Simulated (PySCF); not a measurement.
ClGaH₂O. Atoms are numbered in the order given.

```xyz
5

Ga    -0.3710    -0.3929     0.0000
H     -1.8741    -0.7689     0.0000
Cl     0.2841     1.6333     0.0000
O      0.9799    -1.5442     0.0000
H      0.7068    -2.4644     0.0000
```
Charge 0, spin multiplicity 1.

Geometry: PBE0-D3(BJ)/def2-TZVP. One conformer was computed; it need not be the lowest.

These are PySCF with PBE0-D3(BJ)/def2-TZVP values and carry that method's errors.

Frequencies are harmonic and unscaled.

```json
[
 {"mode": "1", "ν (cm⁻¹)": "170", "IR (km/mol)": "8.1", "moving atoms (share of kinetic energy)": "O 49 %, Cl 22 %, Ga 21 %"},
 {"mode": "2", "ν (cm⁻¹)": "362", "IR (km/mol)": "59.8", "moving atoms (share of kinetic energy)": "H 94 %"},
 {"mode": "3", "ν (cm⁻¹)": "429", "IR (km/mol)": "66.8", "moving atoms (share of kinetic energy)": "Cl 66 %, Ga 32 %"},
 {"mode": "4", "ν (cm⁻¹)": "466", "IR (km/mol)": "91.3", "moving atoms (share of kinetic energy)": "H 87 %"},
 {"mode": "5", "ν (cm⁻¹)": "590", "IR (km/mol)": "136.5", "moving atoms (share of kinetic energy)": "H 95 %"},
 {"mode": "6", "ν (cm⁻¹)": "714", "IR (km/mol)": "67.7", "moving atoms (share of kinetic energy)": "O 78 %, Ga 18 %"},
 {"mode": "7", "ν (cm⁻¹)": "842", "IR (km/mol)": "79.9", "moving atoms (share of kinetic energy)": "H 90 %, O 9 %"},
 {"mode": "8", "ν (cm⁻¹)": "2042", "IR (km/mol)": "101.7", "moving atoms (share of kinetic energy)": "H 99 %"},
 {"mode": "9", "ν (cm⁻¹)": "3899", "IR (km/mol)": "69.7", "moving atoms (share of kinetic energy)": "H 94 %"}
]
```
